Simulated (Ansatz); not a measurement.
Method: Ansatz (a quantum-chemistry and plane-wave program) with frozen-core CCSD(T)/cc-pVDZ // PBE-D3(BJ)/def2-SVP. The restricted HF reference is unstable towards unrestricted orbitals.

Ansatz 0.2 input:
```yaml
crystal:
  periodic: [false, false, false]
  atoms:
    - { symbol: Si, position_ang: [-3.610488, 0.491395, 0.346882] }
    - { symbol: C, position_ang: [-1.801363, -0.032891, 0.230753] }
    - { symbol: C, position_ang: [-1.419059, -1.412061, 0.345583] }
    - { symbol: N, position_ang: [-0.179941, -1.865944, 0.277028] }
    - { symbol: C, position_ang: [0.82705, -0.961314, 0.081402] }
    - { symbol: C, position_ang: [2.16949, -1.433145, 0.004978] }
    - { symbol: C, position_ang: [3.216539, -0.544856, -0.192753] }
    - { symbol: C, position_ang: [2.968521, 0.849584, -0.322271] }
    - { symbol: C, position_ang: [1.672921, 1.340358, -0.252456] }
    - { symbol: C, position_ang: [0.57679, 0.453073, -0.05012] }
    - { symbol: C, position_ang: [-0.775933, 0.888383, 0.031477] }
    - { symbol: H, position_ang: [-4.196327, 0.099616, 1.67718] }
    - { symbol: H, position_ang: [-3.69175, 1.984663, 0.187703] }
    - { symbol: H, position_ang: [-4.428895, -0.169507, -0.730043] }
    - { symbol: H, position_ang: [-2.203038, -2.1779, 0.504766] }
    - { symbol: H, position_ang: [2.331627, -2.515744, 0.108519] }
    - { symbol: H, position_ang: [4.250352, -0.918251, -0.250441] }
    - { symbol: H, position_ang: [3.811479, 1.539548, -0.478636] }
    - { symbol: H, position_ang: [1.473598, 2.419185, -0.351949] }
    - { symbol: H, position_ang: [-0.99157, 1.965807, -0.066477] }
basis:
  gaussian: { orbitals: cc-pVDZ }
correlation:
  method: ccsd_t
```

Output:

```
Functional definition: HF
1896 factors; integrals over basis functions are off by at most 1.1e-3 eV
mean field evaluation 1: about -18755.7621 eV, gradient 3.8e1 eV
mean field evaluation 2: about -18756.2853 eV, gradient 3.8e1 eV
mean field evaluation 4: about -18761.2334 eV, gradient 6.2e0 eV
mean field evaluation 8: about -18761.3409 eV, gradient 3.4e-1 eV
mean field evaluation 16: about -18755.7611 eV, gradient 3.8e1 eV
mean field -18761.34199197 eV, -689.4666013104 hartree, gradient 2.2e-6 eV, S^2 0.000000; 0 other end points of the search recorded, 0 dependent functions left out; unrestricted orbitals would lower it
15 core orbitals not correlated
reference -18761.34199197 eV, -689.4666013104 hartree; 27, 27 occupied and 161, 161 virtual orbitals, 1896 factors
second order -38.86923521 eV of doubles, -0.00000000 eV of singles
cycle   1  -38.97101457 eV  change   -1.0e-1 eV  update   1.7e-1
cycle   2  -40.21816227 eV  change    -1.2e0 eV  update   5.6e-2
cycle   3  -40.51180804 eV  change   -2.9e-1 eV  update   2.5e-2
cycle   4  -40.51351456 eV  change   -1.7e-3 eV  update   7.9e-3
cycle   5  -40.51556133 eV  change   -2.0e-3 eV  update   4.2e-3
cycle   6  -40.51734603 eV  change   -1.8e-3 eV  update   1.3e-3
cycle   7  -40.51681043 eV  change    5.4e-4 eV  update   6.4e-4
cycle   8  -40.51669450 eV  change    1.2e-4 eV  update   2.4e-4
cycle   9  -40.51675684 eV  change   -6.2e-5 eV  update   1.1e-4
cycle  10  -40.51672442 eV  change    3.2e-5 eV  update   3.6e-5
perturbative correction -1.91117030 eV, -0.0702342129 hartree
Total energy: -18803.76988668 eV, -691.0257976825 hartree
```

Cost: very roughly 10 core-minutes.
